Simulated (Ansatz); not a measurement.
Compare A (`C=C([SiH3])[NH][AlH2]`) with its isomer B (`C[N]1[SiH2][Al]1[CH3]`).

Calculated with Ansatz (gas phase, PBE0-D4/def2-TZVP geometries, no zero-point term in ΔE). CCSD(T)/CBS is the MP2 limit (def2-TZVPP, def2-QZVPP) plus CCSD(T) − MP2 in def2-TZVPP, frozen cores. DFT in def2-TZVPP. B3LYP here is the variant with VWN-RPA as its local correlation; programs differ in this. One conformer a species, not always the lowest.

A:

```xyz
13

C    -1.134   -1.084   -1.277
C    -0.378   -0.359   -0.439
Si   -0.479   -0.769    1.392
N     0.461    0.664   -0.872
Al    1.556    1.769    0.008
H    -1.776   -1.873   -0.912
H    -1.129   -0.906   -2.351
H    -1.440   -1.888    1.551
H    -0.945    0.407    2.176
H     0.852   -1.173    1.922
H     0.416    0.775   -1.879
H     1.658    1.632    1.576
H     2.338    2.804   -0.895
```

B:

```xyz
13

C    -0.978    1.708   -0.468
N    -0.631    0.397    0.020
Si   -1.626   -0.784    0.883
Al    0.571   -0.894    0.223
C     2.436   -1.214   -0.230
H    -1.299    2.368    0.347
H    -0.127    2.185   -0.963
H    -1.800    1.662   -1.192
H    -2.824   -1.266    0.126
H    -2.153   -0.314    2.204
H     2.841   -0.397   -0.831
H     3.043   -1.307    0.675
H     2.547   -2.144   -0.794
```

Which isomer does CCSD(T)/CBS put lower? Give the gap. (An estimate is asked.)

Ansatz gave: B, by 10.0 kcal/mol.

Give E(B) − E(A) in kcal/mol with HF/def2-TZVPP, CCSD/def2-TZVPP, ωB97M-V, B3LYP-D4, PBE0-D4, CCSD(T)/def2-TZVPP, B2PLYP. (An estimate is asked.)

Computed: HF/def2-TZVPP -2.3, CCSD/def2-TZVPP -9.4, ωB97M-V -9.7, B3LYP-D4 -7.3, PBE0-D4 -13.7, CCSD(T)/def2-TZVPP -9.8, B2PLYP -9.6. None reverses the order clearly.

Largest T1 diagnostic: 0.013.

The D4 term adds +1.7 kcal/mol with B3LYP and +0.9 kcal/mol with PBE0; it sums over pairs of atoms, weighted by their polarisabilities, and B3LYP, whose exchange is more repulsive, gets the larger term. In def2-TZVPP, CCSD(T) changes the Hartree–Fock value by −7.5 kcal/mol (the triples alone add −0.5 kcal/mol) and MP2 by −9.1 kcal/mol.
